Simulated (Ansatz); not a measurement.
The inner images of a band of CH₆N₂OSSi (12 atoms, charge 0, multiplicity 1) are given out of order.

Level of theory: RKS BLYP/6-31G* in Ansatz.

Image 0:

```xyz
12
Properties=species:S:1:pos:R:3
N 0.437 -1.179 -1.528
C -0.042 -1.224 -0.336
S -1.054 -2.664 0.160
N 0.072 -0.288 0.713
Si 0.437 1.441 0.610
O -0.885 2.448 0.391
H 1.045 -0.352 -1.653
H -0.722 -3.399 -0.934
H -0.264 -0.627 1.619
H 0.960 1.810 1.949
H 1.438 1.597 -0.487
H -1.346 2.381 -0.470
```

Image 6:

```xyz
12
Properties=species:S:1:pos:R:3
N 0.087 -1.236 -1.283
C -0.285 -1.411 0.038
S -1.099 -2.788 0.569
N 0.023 -0.347 0.885
Si 0.455 1.339 0.528
O -0.828 2.366 0.216
H 0.908 -0.663 -1.489
H -0.009 -2.073 -1.857
H -0.288 -0.555 1.838
H 1.065 1.866 1.774
H 1.421 1.287 -0.614
H -1.374 2.158 -0.570
```

Q: Put them in order from the first end to the last, with their energies above the first end.
A.
```xyz
12
Properties=species:S:1:pos:R:3
N 0.353 -1.317 -1.334
C -0.170 -1.299 -0.115
S -0.967 -2.862 0.118
N -0.126 -0.287 0.825
Si 0.424 1.391 0.635
O -0.777 2.489 0.246
H 0.948 -0.540 -1.660
H -0.206 -2.641 -1.332
H -0.599 -0.531 1.698
H 0.896 1.821 1.974
H 1.506 1.336 -0.393
H -1.205 2.384 -0.627
```
B.
```xyz
12
Properties=species:S:1:pos:R:3
N 0.380 -1.160 -1.478
C -0.066 -1.232 -0.273
S -0.890 -2.791 0.186
N -0.018 -0.279 0.764
Si 0.453 1.419 0.613
O -0.805 2.488 0.329
H 0.876 -0.275 -1.658
H -0.610 -3.291 -1.046
H -0.422 -0.582 1.655
H 0.993 1.829 1.933
H 1.474 1.446 -0.476
H -1.287 2.373 -0.515
```
C.
```xyz
12
Properties=species:S:1:pos:R:3
N 0.133 -1.335 -1.310
C -0.266 -1.424 0.002
S -1.012 -2.842 0.546
N -0.071 -0.319 0.827
Si 0.442 1.361 0.568
O -0.784 2.464 0.283
H 0.841 -0.671 -1.631
H 0.072 -2.238 -1.778
H -0.445 -0.530 1.757
H 1.023 1.805 1.860
H 1.440 1.320 -0.547
H -1.298 2.354 -0.542
```
D.
```xyz
12
Properties=species:S:1:pos:R:3
N 0.248 -1.374 -1.319
C -0.221 -1.363 -0.049
S -0.998 -2.854 0.311
N -0.092 -0.298 0.823
Si 0.439 1.385 0.615
O -0.778 2.482 0.283
H 0.858 -0.641 -1.723
H -0.055 -2.397 -1.533
H -0.524 -0.535 1.721
H 0.967 1.818 1.933
H 1.480 1.342 -0.458
H -1.247 2.378 -0.570
```
E.
```xyz
12
Properties=species:S:1:pos:R:3
N 0.361 -1.231 -1.391
C -0.107 -1.253 -0.181
S -0.900 -2.850 0.133
N -0.070 -0.279 0.822
Si 0.439 1.404 0.610
O -0.795 2.485 0.276
H 0.893 -0.398 -1.656
H -0.427 -2.971 -1.171
H -0.499 -0.544 1.713
H 0.975 1.849 1.920
H 1.471 1.368 -0.468
H -1.265 2.364 -0.574
```

A: B (+0.03 eV), E (+0.37 eV), A (+0.94 eV), D (-0.04 eV), C (-0.70 eV).

Time of the run: 5.8 min on 2 threads of Arm Neoverse V2, with other jobs on the host, peak memory 0.15 GiB.
